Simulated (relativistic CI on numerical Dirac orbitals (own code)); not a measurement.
**Pb⁵³⁺: q coefficients and field-shift factors**

Computed by Dirac-Coulomb-Breit CI, orbitals from a KLI potential per configuration, derivatives by finite differences, unscaled Slater integrals, QED left out (own radial code, finite nucleus).

CI space (outside the closed core [Ar] 3d10): 4s, 4p, 4d, 4f, 5s, 5p, 5d, 5f. Levels of other configurations are missing.

With x = (α/α₀)² − 1 an excitation energy changes as ω = ω₀ + qx; K = 2q/ω₀ is the relative enhancement. Terms are leading LS components, so labels can repeat. The field-shift factor is F = δν/δ⟨r²⟩ for the transition from the lowest level.

Lowest level 4s 2S_1/2.

```tsv
Level	ω₀ (cm⁻¹)	q (cm⁻¹)	K	F (GHz/fm²)
4p 2P°_1/2	969518	206800	0.427	-4860
4p 2P°_3/2	2375356	2.001e+06	1.68	-5280
4d 2D_3/2	3809437	2.081e+06	1.09	-5270
4d 2D_5/2	4105758	2.389e+06	1.16	-5260
4f 2F°_5/2	5624710	2.376e+06	0.845	-5200
4f 2F°_7/2	5706307	2.455e+06	0.861	-5190
5s 2S_1/2	10553045	1.265e+06	0.24	-2740
5p 2P°_1/2	11026525	1.354e+06	0.246	-5000
5p 2P°_3/2	11691945	2.195e+06	0.375	-5200
5d 2D_3/2	12380199	2.231e+06	0.36	-5190
5d 2D_5/2	12524663	2.381e+06	0.38	-5190
5f 2F°_5/2	13201932	2.375e+06	0.36	-5160
5f 2F°_7/2	13248424	2.42e+06	0.365	-5160
```

At this charge energies of transitions that change n are usually good to better than 1 %, and those within a shell (Δn = 0) to a few per cent.
